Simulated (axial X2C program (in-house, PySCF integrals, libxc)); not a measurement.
## Worked dissociation energy of NaRb: HF, 2c

Computed with an axial X2C code built on PySCF integrals. Two-component (2c) means X2C with spin–orbit coupling and atomic mean-field two-electron Coulomb and Gaunt terms. Basis: Rb dyall-cv3z [12s13p8d4f1g], Na dyall-cv3z [9s8p5d2f] (cores contracted in-house); Gaussian nuclei, density fitting, unrestricted open shells. Masses: Rb 84.912 u, Na 22.990 u.

Molecular state: Ω = 0 (closed shell).

| Quantity | Value |
| --- | --- |
| E(Rb) (2M_J = 1) | -2978.070931 hartree |
| E(Na) (2M_J = 1) | -162.053118 hartree |
| E(NaRb) at Re | -3140.121329 hartree |
| ωe | 101.0 cm⁻¹ |
| ωexe | 0.231 cm⁻¹ |

Problem. Work out De and D0.

Solution. De = -2978.070931 + (-162.053118) − (-3140.121329) = -0.00272 hartree = -0.074 eV. The zero-point energy is ωe/2 − ωexe/4 = 50 cm⁻¹ = 0.006 eV, so D0 = -0.080 eV. A negative De means the minimum lies above these fragments, at Hartree–Fock because correlation, which is larger in the molecule than in the atoms, is missing; it does not show that the molecule is unbound.

Occupations by symmetry block were frozen at the best pattern of an incomplete PBE0 search. The closed shell is kept restricted, so the energy runs too high when the bond is stretched far. Dissociation energies refer to the lowest single-determinant-based atoms at the same level and basis.

Hartree–Fock lacks correlation and underbinds, often by eV.

Each atomic determinant is the lowest at this level and need not be a pure J level. Totals compare only within one Hamiltonian and basis.
